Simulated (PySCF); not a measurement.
MO for M along group 14

PBE with triple-zeta basis sets in PySCF, for the lowest determinant that a PBE0 search found; no spin–orbit coupling. De refers to high-spin ground-configuration atoms. A positive dipole means M(−)O(+).

```tsv
M	basis	state (unpaired electrons)	Re (Å)	ωe (cm⁻¹)	De (eV)	μ (D)
C	def2-TZVPP	singlet (closed shell)	1.136	2130	11.66	0.21
Si	def2-TZVPP	singlet (closed shell)	1.529	1197	8.49	-2.84
Ge	def2-TZVPP	singlet (closed shell)	1.647	956	7.33	-3.12
Sn	def2-TZVPP	singlet (closed shell)	1.848	806	6.17	-3.92
Pb	x2c-TZVPPall	singlet (closed shell)	1.933	732	5.65	-4.29
```

(1) By what factor does the harmonic wavenumber vary along the series?

The rows differ in basis set, which adds steps of its own.

Relativity is treated differently too: C no relativity; Si no relativity; Ge no relativity; Sn scalar-relativistic core potentials; Pb spin-free X2C.

Down a group bonds as a rule get longer and wavenumbers fall, partly through the reduced mass; this series shows no clear exception.

These are scalar-relativistic numbers at best; spin–orbit coupling would shift them, the dissociation energy most.

Results:

(1) At PBE it runs from 732 cm⁻¹ (PbO) to 2130 cm⁻¹ (CO), a factor of 2.91.
